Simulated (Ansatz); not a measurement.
Molecule: CH7NSi (charge 0, singlet). 
Geometry from a B3LYP-D3(BJ)/def2-TZVP (Ansatz, a quantum-chemistry and plane-wave program) optimisation:
SMILES: CN[SiH3]
```xyz
10

C     -1.6126     0.4066    -0.4022
N     -0.4868     0.2290     0.5037
Si     1.0678    -0.2976    -0.0086
H     -2.1571    -0.5221    -0.6138
H     -1.2533     0.8015    -1.3549
H     -2.3225     1.1326     0.0005
H     -0.7619     0.0269     1.4522
H      1.1173    -1.6794    -0.5665
H      1.5478     0.6091    -1.0798
H      1.9631    -0.2452     1.1702
```
Charge 0, spin multiplicity 1.

Atomisation energy built up term by term with Ansatz (kcal/mol; UHF references for open shells; valence terms freeze the core; atomic spin-orbit terms are left out). CBS marks a two-point X^-3 extrapolation of the correlation energy; Hartree-Fock from the larger set.

```json
[
 {"term": "Hartree-Fock", "basis": "aug-cc-pV(Q+d)Z", "kcal/mol": "592.15"},
 {"term": "CCSD correlation", "basis": "CBS(aug-cc-pV(T+d)Z,aug-cc-pV(Q+d)Z)", "kcal/mol": "201.63"},
 {"term": "(T)", "basis": "CBS(aug-cc-pV(T+d)Z,aug-cc-pV(Q+d)Z)", "kcal/mol": "9.19"},
 {"term": "core correlation", "basis": "cc-pwCVTZ", "kcal/mol": "1.66"},
 {"term": "scalar relativity (X2C)", "basis": "cc-pVTZ-DK against cc-pVTZ", "kcal/mol": "-1.20"},
 {"term": "sum: De", "basis": "", "kcal/mol": "803.4"}
]
```

(T) makes 1.1 % of the CCSD(T) atomisation energy; under 5 % is typical of single-reference molecules.
